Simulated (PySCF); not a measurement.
## Unknown compound

The spectra below were simulated for a compound C8H13NSi.

¹H NMR (500 MHz, computed): δ 8.86 (s, 1H), 8.70 (d, 1H), 7.70 (d, 1H), 7.13 (m, 1H), 0.29 (s, 9H).

¹³C{¹H} NMR (computed): δ 161.1, 155.8, 146.0, 139.1, 127.8, -0.9 (3C).

PySCF calculation with GIAO PBE0/pcSseg-1 shieldings and PBE0-D3(BJ)/def2-SVP structure; single conformer, no relativistic terms, averaged over atoms made equivalent by symmetry, fast rotation or ring inversion, gas phase.

Chemical shifts δ = σref − σ; ¹H, ¹³C vs TMS, all at this level.

Question: Choose the structure that fits.
A. C[Si](C)(C)c1ccncc1
B. C[Si](C)(C)c1ccccn1
C. C[Si](C)(C)c1cccnc1

Answer: C. 

The formula gives 4 degrees of unsaturation (1 ring in the answer). 6 carbon signals for 8 carbons: some carbons are equivalent by symmetry or fast rotation. Carbon types of the structure: 1 × C, 4 × CH, 3 × CH3, which accounts for all hydrogens. δC 161.1, 155.8: aromatic CH next to a ring nitrogen; the adjacent pyridine-type nitrogen withdraws density from it. δC 146.0, 127.8: aromatic CH. δC 139.1: substituted aromatic carbon. δH 8.86, 8.70: hydrogen on an aromatic CH next to a ring nitrogen; ring current plus the neighbouring ring nitrogen. δH 0.29: hydrogen on a methyl carbon bonded to Si; an electropositive neighbour shields it, as in TMS itself.

The others: C[Si](C)(C)c1ccccn1 has carbons computed at 175.5, 155.6, 139.1, 133.8, 127.1, -1.7; C[Si](C)(C)c1ccncc1 would give 4 carbon signals, not 6.

Shifts are as computed. Against solution values, carbons near 30 ppm lie about +2 ppm off and those near 130 ppm about +5 ppm. Of 1211 compounds with measured shifts, 218 miss one by over three times the rms of a fit or turn the order of signals round; such compounds aren't used in these exercises. No couplings were computed; multiplicities are counted from neighbouring protons, with m where these are inequivalent, close in shift, in a saturated or five-membered ring or joined by F or P, and br s for small geminal =CH2 splittings.
